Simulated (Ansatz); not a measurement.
The first iterations of a band of BClF$_{2}$H$_{2}$ (6 atoms, charge 0, multiplicity 1).

These are results of RKS LDA/def2-SVP in Ansatz 0.2.0, not measurements.

```
movable images  : 5
climbing image  : yes
spring          : 5.0 eV/Å²
optimiser       : quadratic models (default)
start path      : through a guess of the saddle point
force threshold : 0.05 eV/Å
iteration limit : 60
end points      : relaxed
```

Image 0:

```xyz
6
Properties=species:S:1:pos:R:3
B 0.002 0.065 0.121
Cl 0.005 -0.368 1.926
F 1.152 -0.143 -0.489
H -1.054 -0.078 -0.460
F 0.049 1.766 0.484
H 0.089 1.487 1.435
```

Image 6:

```xyz
6
Properties=species:S:1:pos:R:3
B 0.011 0.389 -0.321
Cl -0.004 -0.130 2.358
F 1.152 -0.186 -0.614
H -1.051 -0.157 -0.531
F 0.059 1.668 0.037
H 0.074 1.145 2.088
```

| iteration | highest image above the first end (eV) | largest band force component (eV/Å) |
| --- | --- | --- |
| 1 | 1.375 | 4.424 |
| 2 | 0.240 | 1.839 |
| 3 | 0.083 | 1.685 |

Q: Does the band converge within its limit, and where does its top end?

A: It converged. It ended after 10 iterations with the highest image 0.037 eV above the first end. A vibrational analysis at the climbing image gives one clearly imaginary mode, 450i cm⁻¹: a first-order saddle point. The orbitals stay closed-shell, which can raise the energy where a bond breaks towards radicals; this wasn't checked here.

Run time: 52 s on 1 thread of Arm Neoverse V1, on a shared host, peak memory 0.11 GiB.
